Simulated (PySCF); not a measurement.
Isomers of CH4N2Si. Gas-phase values, no solvent. One relaxed conformer stands for each flexible species; it need not be the lowest. Strings in code marks are SMILES. All members: neutral, multiplicity 1. Level: B3LYP-D3(BJ)/def2-TZVP (PySCF), beside PBE-D3(BJ)/def2-TZVP // B3LYP-D3(BJ)/def2-TZVP (PySCF) at the same geometries. B3LYP has the VWN-RPA correlation part, as in Gaussian. Delta-SCF ions had no search for a lower state.  The removal energy is E(N − 1 electrons) − E(N electrons) at the parent's geometry.

| species | vertical ionisation energy (Delta-SCF), PBE (eV) | vertical ionisation energy (Delta-SCF), B3LYP-D3(BJ) (eV) |
|---|---|---|
| `N=C=[SiH]N` (C–Si–N–H torsion 91°) | 7.62 | 7.71 |
| `[H]/N=C\N=[SiH2]` (N–C–N–Si torsion 87°) | 8.94 | 8.97 |
| `[H]/N=[SiH]/N=C` (C–N–Si–N torsion 59°) | 8.94 | 9.06 |
| `N=C=N[SiH3]` | 9.67 | withheld |
| `N#CN[SiH3]` | 9.84 | 10.06 |
| `N#C[SiH2]N` (C–Si–N–H torsion 74°) | 10.32 | 10.67 |

Problem. Fit y = a + b·x, y being the vertical ionisation energy (Delta-SCF) at the first level, to the 5 complete rows by least squares, with x = the PBE value in eV. Give a, b and the rms residual, and predict the withheld value.

Solution. Means of the 5 rows: x̄ = 9.132, ȳ = 9.294 eV. Σ(x − x̄)² = 4.2725 and Σ(x − x̄)(y − ȳ) = 4.6792, so b = 1.095 and a = ȳ − b·x̄ = -0.706 eV. The rms residual is 0.070 eV. At x = 9.67 the line gives 9.88 eV. The run for `N=C=N[SiH3]` gave 9.88 eV, so the line is off by 0.00 eV, within twice the rms residual.

Codes: PySCF.
